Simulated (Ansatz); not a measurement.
Diatomic CSe, closed-shell singlet (the spin of the measured ground state). No spin–orbit coupling. Se is treated without relativity.

D_e counts from the fitted minimum to each atom's lowest state at the same level, without counterpoise. The singlet is restricted.

Correlated levels freeze the inner cores; with def2 sets outer-core shells near the valence are correlated too. CBS(a, b) extrapolates the correlation energy as X⁻³ and adds the Hartree–Fock energy of set b.

Run with Ansatz (a program for electronic structure). 

PBE/def2-TZVPP gives 641.4 kJ/mol for the bond energy D_e.

### Question
Predict the shift from PBE, with its sign, for: r2SCAN/def2-TZVPP, B3LYP/def2-TZVPP, wB97M-V/def2-TZVPP, B2PLYP/def2-TZVPP, CCSD(T)/CBS(def2-TZVPP, def2-QZVPP).

### Answer
r2SCAN/def2-TZVPP -47.9; B3LYP/def2-TZVPP -59.8; wB97M-V/def2-TZVPP -59.0; B2PLYP/def2-TZVPP -45.2; CCSD(T)/CBS(def2-TZVPP, def2-QZVPP) -35.0 kJ/mol. 0 of 5 lie above PBE; the widest gap is to B3LYP/def2-TZVPP.

Doubts at one or more of the structures used: a restricted determinant that unrestricted orbitals would lower (CCSD(T)/CBS(def2-TZVPP, def2-QZVPP)).
